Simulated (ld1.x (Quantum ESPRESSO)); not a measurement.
Ni (Z = 28), TM: configuration errors across variants

```json
{
  "Element": "Ni (Z = 28)",
  "Generator": "ld1.x (Quantum ESPRESSO) 7.5",
  "Type": "norm-conserving Troullier–Martins (Kleinman–Bylander form)",
  "Functional": "PW91",
  "Relativity": "scalar-relativistic",
  "Frozen core": "[Ne] 3s2",
  "Valence charge": "16",
  "Reference configuration": "3p6 3d9 4s1 4p0",
  "Partial waves": "4s (bound): rc 2.20 bohr; 3d (bound): rc 1.20 bohr; 3p (bound): rc 1.15 bohr",
  "Local potential": "the p channel",
  "Core correction": "Bessel-smoothed model core inside 1.05 bohr"
}
```

All-electron excitation energies from the reference (eV): (1) 3p6 3d8 4s2 4p0 1.615; (2) 3p6 3d8 4s1 4p0 11.005; (3) 3p6 3d8 4s0 4p0 28.416; (4) 3p6 3d7 4s0 4p0 65.993; (5) 3p6 3d8 4s0 4p2 11.171; (6) 3p6 3d8 4s0 4p1 16.715; (7) 3p6 3d7 4s2 4p0 17.826.

A true bound ghost makes a file unfit for plane-wave use even where its test errors are small: the radial tests pick states by their node count and pass the ghost by.

Errors AE − PS in meV (a dash: test not solved or not reliable):

```tsv
change	(1)	(2)	(3)	(4)	(5)	(6)	(7)	bound ghosts
base	-41	-11	+1.9	-6.7	+61	+46	-154	s
wave 3p (bound): rc 1.15 bohr becomes 3p (bound): rc 0.82 bohr	-44	-14	+1.0	-15	+26	+20	-180	s
wave 3p (bound): rc 1.15 bohr becomes 3p (bound): rc 1.16 bohr	-41	-11	+1.9	-6.6	+61	+46	-154	s
wave 3p (bound): rc 1.15 bohr becomes 3p (bound): rc 1.28 bohr	-43	-12	+1.0	-13	+37	+28	-162	s
wave 3p (bound): rc 1.15 bohr becomes 3p (bound): rc 1.52 bohr	-55	-24	-10.0	-77	-184	-138	-226	s
wave 3p (bound): rc 1.15 bohr becomes 3p (bound): rc 1.66 bohr	-71	-41	-29	-176	-494	-372	-310	s
```

Question: Give the same row for: wave 3p (bound): rc 1.15 bohr becomes 3p (bound): rc 0.94 bohr.

Answer: -43, -12, +1.4, -11, +42, +32, -164; bound ghosts: s.
